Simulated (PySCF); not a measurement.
**Basis-set dependence of population analyses: `C=C(F)[SiH2]N`**

Species: C2H6FNSi.
SMILES with atom numbers: `[CH2:1]=[C:2]([F:3])[SiH2:4][NH2:5]` (hydrogens: H6, H7 on C1; H8, H9 on Si4; H10, H11 on N5)

Geometry (PBE0-D3(BJ)/def2-SVP, Å), atoms numbered from 1 in this order:
```xyz
11
C2H6FNSi angstrom
C     -1.7305   -0.4766   -0.3827
C     -0.9517    0.6036   -0.4217
F     -1.4680    1.7990   -0.7664
Si     0.8930    0.6305   -0.0206
N      1.3242   -0.8842    0.6877
H     -1.2835   -1.4343   -0.1109
H     -2.7970   -0.4273   -0.6204
H      1.1211    1.8388    0.8344
H      1.6999    0.7759   -1.2680
H      1.0485   -1.1258    1.6321
H      2.1934   -1.3338    0.4281
```

PBE0 throughout (PySCF), one geometry, spherical d and f functions. Isolated species at its PBE0-D3(BJ)/def2-SVP geometry (one conformer only). The first 7 of 9 kinds of atom are listed.

Mulliken charges (e):

```json
{"basis": "STO-3G", "functions": "35", "C1": "-0.220", "C2": "-0.082", "F3": "-0.083", "Si4": "+0.723", "N5": "-0.594", "H6": "+0.082", "H7": "+0.076"}
{"basis": "6-31G", "functions": "61", "C1": "-0.385", "C2": "+0.075", "F3": "-0.326", "Si4": "+0.833", "N5": "-1.018", "H6": "+0.188", "H7": "+0.179"}
{"basis": "pcSseg-0", "functions": "61", "C1": "-0.420", "C2": "-0.201", "F3": "-0.351", "Si4": "+1.054", "N5": "-1.069", "H6": "+0.227", "H7": "+0.240"}
{"basis": "6-31G*", "functions": "86", "C1": "-0.457", "C2": "+0.237", "F3": "-0.318", "Si4": "+0.548", "N5": "-0.937", "H6": "+0.195", "H7": "+0.186"}
{"basis": "cc-pVDZ", "functions": "104", "C1": "-0.065", "C2": "-0.007", "F3": "-0.193", "Si4": "+0.384", "N5": "-0.316", "H6": "+0.056", "H7": "+0.053"}
{"basis": "def2-SVP", "functions": "104", "C1": "-0.111", "C2": "-0.017", "F3": "-0.226", "Si4": "+0.538", "N5": "-0.423", "H6": "+0.061", "H7": "+0.067"}
{"basis": "aug-cc-pVDZ", "functions": "173", "C1": "+0.620", "C2": "+0.498", "F3": "-0.532", "Si4": "+0.051", "N5": "-0.339", "H6": "-0.385", "H7": "-0.365"}
{"basis": "6-311+G(2d,p)", "functions": "179", "C1": "-0.350", "C2": "+0.054", "F3": "-0.283", "Si4": "+0.803", "N5": "-0.848", "H6": "+0.152", "H7": "+0.136"}
{"basis": "def2-TZVP", "functions": "197", "C1": "-0.303", "C2": "+0.097", "F3": "-0.195", "Si4": "+0.327", "N5": "-0.654", "H6": "+0.153", "H7": "+0.138"}
{"basis": "cc-pVTZ", "functions": "238", "C1": "-0.311", "C2": "+0.107", "F3": "-0.181", "Si4": "+0.282", "N5": "-0.357", "H6": "+0.131", "H7": "+0.130"}
{"basis": "IGLO-III", "functions": "244", "C1": "-0.274", "C2": "+0.079", "F3": "-0.257", "Si4": "+0.868", "N5": "-0.700", "H6": "+0.106", "H7": "+0.115"}
```

IAO charges (e):

```csv
basis,functions,C1,C2,F3,Si4,N5,H6,H7
STO-3G,35,-0.327,-0.120,-0.095,+0.831,-0.700,+0.134,+0.132
6-31G,61,-0.355,+0.004,-0.255,+0.738,-0.819,+0.174,+0.167
pcSseg-0,61,-0.344,-0.015,-0.242,+0.752,-0.795,+0.167,+0.161
6-31G*,86,-0.352,+0.006,-0.264,+0.861,-0.839,+0.165,+0.158
cc-pVDZ,104,-0.358,+0.013,-0.264,+0.851,-0.831,+0.166,+0.159
def2-SVP,104,-0.347,+0.007,-0.265,+0.867,-0.825,+0.161,+0.156
aug-cc-pVDZ,173,-0.364,+0.016,-0.280,+0.859,-0.862,+0.173,+0.165
"6-311+G(2d,p)",179,-0.362,+0.007,-0.281,+0.893,-0.873,+0.173,+0.166
def2-TZVP,197,-0.364,+0.008,-0.280,+0.903,-0.871,+0.172,+0.165
cc-pVTZ,238,-0.365,+0.011,-0.277,+0.888,-0.865,+0.172,+0.164
IGLO-III,244,-0.364,+0.007,-0.281,+0.902,-0.875,+0.173,+0.166
```

Hirshfeld charges (e):

```tsv
basis	functions	C1	C2	F3	Si4	N5	H6	H7
STO-3G	35	-0.119	-0.030	-0.043	+0.446	-0.317	+0.026	+0.024
6-31G	61	-0.117	-0.017	-0.099	+0.349	-0.314	+0.052	+0.054
pcSseg-0	61	-0.124	-0.016	-0.097	+0.375	-0.310	+0.045	+0.049
6-31G*	86	-0.118	-0.015	-0.087	+0.330	-0.301	+0.049	+0.052
cc-pVDZ	104	-0.126	-0.019	-0.078	+0.350	-0.299	+0.046	+0.049
def2-SVP	104	-0.127	-0.014	-0.087	+0.356	-0.300	+0.046	+0.050
aug-cc-pVDZ	173	-0.128	-0.021	-0.094	+0.365	-0.313	+0.050	+0.057
6-311+G(2d,p)	179	-0.124	-0.023	-0.098	+0.364	-0.308	+0.050	+0.056
def2-TZVP	197	-0.126	-0.019	-0.093	+0.357	-0.309	+0.049	+0.054
cc-pVTZ	238	-0.127	-0.017	-0.089	+0.356	-0.310	+0.048	+0.053
IGLO-III	244	-0.129	-0.017	-0.097	+0.359	-0.309	+0.049	+0.055
```

ESP-fitted charges (e):

```csv
basis,functions,C1,C2,F3,Si4,N5,H6,H7
STO-3G,35,-0.305,+0.013,-0.087,+0.681,-0.808,+0.073,+0.121
6-31G,61,-0.445,+0.138,-0.219,+0.681,-1.148,+0.160,+0.211
pcSseg-0,61,-0.469,+0.073,-0.205,+0.797,-1.098,+0.164,+0.226
6-31G*,86,-0.466,+0.136,-0.160,+0.534,-1.005,+0.176,+0.200
cc-pVDZ,104,-0.464,+0.147,-0.163,+0.481,-0.895,+0.171,+0.197
def2-SVP,104,-0.449,+0.134,-0.176,+0.554,-0.925,+0.164,+0.196
aug-cc-pVDZ,173,-0.527,+0.217,-0.202,+0.510,-0.980,+0.197,+0.222
"6-311+G(2d,p)",179,-0.534,+0.211,-0.203,+0.515,-1.016,+0.204,+0.226
def2-TZVP,197,-0.524,+0.202,-0.192,+0.516,-0.995,+0.196,+0.220
cc-pVTZ,238,-0.505,+0.176,-0.179,+0.522,-0.956,+0.190,+0.214
IGLO-III,244,-0.515,+0.200,-0.195,+0.513,-0.988,+0.196,+0.218
```

Problem. Which scheme is steadiest as the basis changes?

Solution. Largest range over the bases for any column: Hirshfeld 0.12 e, IAO 0.19 e, ESP-fitted 0.34 e, Mulliken 1.08 e. Hirshfeld charges move least and Mulliken charges most, counted in e. Without the minimal STO-3G basis the ranges are Hirshfeld 0.04, IAO 0.17, ESP-fitted 0.32, Mulliken 1.08 e.

Problem. How much do the charges still move between the two largest bases, cc-pVTZ and IGLO-III?

Solution. At most, over all atoms: Mulliken 0.586 e, IAO 0.014 e, Hirshfeld 0.008 e, ESP-fitted 0.032 e.

Problem. What do the same runs give for the total energy, the frontier levels and the dipole moment?

Solution. 
| basis | energy (Eh) | HOMO (eV) | LUMO (eV) | μ (D) |
| --- | --- | --- | --- | --- |
| STO-3G | -517.0582 | -3.77 | 4.07 | 1.74 |
| 6-31G | -523.4028 | -7.20 | 0.28 | 2.82 |
| pcSseg-0 | -522.6372 | -7.35 | 0.03 | 2.95 |
| 6-31G* | -523.4923 | -7.14 | 0.29 | 2.60 |
| cc-pVDZ | -523.5274 | -7.27 | 0.09 | 2.59 |
| def2-SVP | -523.2555 | -7.36 | 0.00 | 2.68 |
| aug-cc-pVDZ | -523.5527 | -7.51 | -0.47 | 2.47 |
| 6-311+G(2d,p) | -523.6120 | -7.53 | -0.43 | 2.56 |
| def2-TZVP | -523.6349 | -7.50 | -0.26 | 2.56 |
| cc-pVTZ | -523.6263 | -7.45 | -0.18 | 2.53 |
| IGLO-III | -523.6409 | -7.52 | -0.34 | 2.53 |

The dipole is fixed by the density alone, so its range of 1.21 D shows that the density itself changes with the basis, not only its division among atoms.
